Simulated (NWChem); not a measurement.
Molecule: boron oxyfluoride (BOF); SMILES O=BF

```xyz
3

F      0.0000     0.0000    -1.2080
B      0.0000     0.0000     0.0862
O      0.0000     0.0000     1.3052
```
Atoms are numbered in this order, from 1.

Structure relaxed at the PBE-D3(BJ)/def2-SVP level.

**Question.** List the 4 lowest vertical singlet excitations from CAM-B3LYP/def2-SVPD, TDA (NWChem).

**Answer.** 
```
state  energy (eV)  oscillator strength  leading excitation (squared amplitude)
-----  -----------  -------------------  --------------------------------------
S1            8.00                0.052                    HOMO−1 → LUMO (0.94)
S2            8.00                0.052                      HOMO → LUMO (0.94)
S3            8.96                0.000                  HOMO−1 → LUMO+1 (0.30)
S4            9.21                0.000                  HOMO−1 → LUMO+1 (0.36)
```
